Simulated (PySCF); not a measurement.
# C₆ coefficients of unlike pairs at PBE

Calculated with PySCF 2.14 from the dipole response of each species, C₆(A,B) = (3/π) ∫ α_A(iu) α_B(iu) du, in atomic units, from isotropic polarisabilities. For ions this is the dispersion term alone; charge-induced terms of lower order in 1/R come first.

```csv
species,configuration,basis,relativity,α (bohr³),C₆ (like pair)
N²⁺,[He] 2s2 2p1 (2P),aug-cc-pVQZ (6s5p4d3f2g),none,2.589,3.676
Si²⁺,[Ne] 3s2 (1S),"x2c-QZVPPall with one added diffuse shell each of s, p, d, f type (10s7p5d3f1g)",spin-free X2C,11.59,39.66
Fe³⁺,[Ar] 3d5 (6S),aug-cc-pVQZ-DK (9s8p6d4f3g2h),spin-free X2C,1.949,4.787
Cl²⁺,[Ne] 3s2 3p3 (4S),dyall-acv3z (19s12p6d4f),spin-free X2C,5.851,20.84
```

Question: Estimate C₆ for Si²⁺ with N²⁺.

Answer: The integral gives 11.47. The combination rule 2 C_A C_B / (C_A α_B/α_A + C_B α_A/α_B) gives 11.52 and the geometric mean 12.07.

No spin-orbit coupling is included.

The other pairs:

```csv
pair,C₆
"Cl²⁺, Si²⁺",27.11
"Cl²⁺, N²⁺",8.742
"Fe³⁺, N²⁺",3.901
"Cl²⁺, Fe³⁺",9.264
"Fe³⁺, Si²⁺",10.90
```
